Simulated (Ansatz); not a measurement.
`C[SiH](S)CCl` and `C[SiH](S)[SiH2]Cl` differ in one atom or group.

Ansatz, PBE0-D4/def2-TZVP geometries, multiplicity 1. Each molecule was computed in one conformer, which needn't be the lowest.

```json
{"property": "HOMO–LUMO gap (PBE/def2-TZVPP) / eV", "`C[SiH](S)CCl`": "5.28"}
{"property": "size of the dipole moment (PBE/def2-TZVPP) / D", "`C[SiH](S)CCl`": "2.16"}
{"property": "LUMO energy (PBE0/def2-TZVPP) / eV", "`C[SiH](S)CCl`": "0.14"}
{"property": "LUMO energy (B3LYP/def2-TZVPP) / eV", "`C[SiH](S)CCl`": "-0.12"}
{"property": "HOMO energy (ωB97M-V/def2-TZVPP) / eV", "`C[SiH](S)CCl`": "-9.58"}
{"property": "HOMO energy (PBE0/def2-TZVPP) / eV", "`C[SiH](S)CCl`": "-7.37"}
```

Question: Give the same properties after the change, and the shifts. (Best estimate.)

Answer: Computed: 
| property | `C[SiH](S)[SiH2]Cl` | shift |
| --- | --- | --- |
| HOMO–LUMO gap (PBE/def2-TZVPP) / eV | 4.55 | -0.73 |
| size of the dipole moment (PBE/def2-TZVPP) / D | 1.62 | -0.54 |
| LUMO energy (PBE0/def2-TZVPP) / eV | -0.72 | -0.86 |
| LUMO energy (B3LYP/def2-TZVPP) / eV | -0.88 | -0.76 |
| HOMO energy (ωB97M-V/def2-TZVPP) / eV | -9.38 | 0.20 |
| HOMO energy (PBE0/def2-TZVPP) / eV | -7.28 | 0.09 |

With PBE0 the HOMO rises by 0.09 eV and the LUMO falls by 0.86 eV, so the gap narrows by about 0.95 eV. PBE moves the HOMO by 0.02 eV and ωB97M-V by 0.20 eV. Dipoles are sizes alone; their direction can turn.

B3LYP here is the variant with VWN-RPA as its local correlation; programs differ in this.
